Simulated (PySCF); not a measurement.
Si(CCH)(F)3 (C2HF3Si), SMILES C#C[Si](F)(F)F.

Coordinates come from a B3LYP-D3(BJ)/def2-SVP optimisation.

Level of theory: TDDFT-PBE/def2-SVPD run with PySCF.

Vertical excitations; the highest root listed may be one member of a degenerate set.  State labels are in the subgroup Cs.

| state | symmetry | energy (eV) | λ (nm) | f | main pairs |
|---|---|---|---|---|---|
| S1 | A" | 6.11 | 203 | 0.000 | HOMO→LUMO 50 %, HOMO−1→LUMO+1 50 % |
| S2 | A' | 6.30 | 197 | 0.000 | HOMO−1→LUMO, HOMO→LUMO+1 (degenerate set) |
| S3 | A" | 6.30 | 197 | 0.000 | HOMO−1→LUMO+1, HOMO→LUMO (degenerate set) |
| S4 | A" | 7.75 | 160 | 0.015 | HOMO→LUMO+2 (degenerate set) |
| S5 | A' | 7.75 | 160 | 0.015 | HOMO−1→LUMO+2 (degenerate set) |
| S6 | A' | 8.28 | 150 | 0.004 | HOMO−2→LUMO+1 (degenerate set) |
| S7 | A" | 8.28 | 150 | 0.004 | HOMO−2→LUMO (degenerate set) |
| S8 | A" | 8.57 | 145 | 0.026 | HOMO→LUMO+3 (degenerate set) |
| S9 | A' | 8.57 | 145 | 0.026 | HOMO−1→LUMO+3 (degenerate set) |
| S10 | A" | 8.66 | 143 | 0.000 | HOMO−4→LUMO+1 50 %, HOMO−5→LUMO 50 % |
| T1 | A' | 4.89 | 253 | 0 | HOMO→LUMO+1 49 %, HOMO−1→LUMO 49 % |
| T2 | A' | 5.34 | 232 | 0 | HOMO−1→LUMO, HOMO→LUMO+1 (degenerate set) |
| T3 | A" | 5.34 | 232 | 0 | HOMO→LUMO, HOMO−1→LUMO+1 (degenerate set) |
| T4 | A" | 6.11 | 203 | 0 | HOMO−1→LUMO+1 50 %, HOMO→LUMO 50 % |
Triplets are in the Tamm–Dancoff approximation, which puts them higher than full response would, so one can lie above its singlet here.
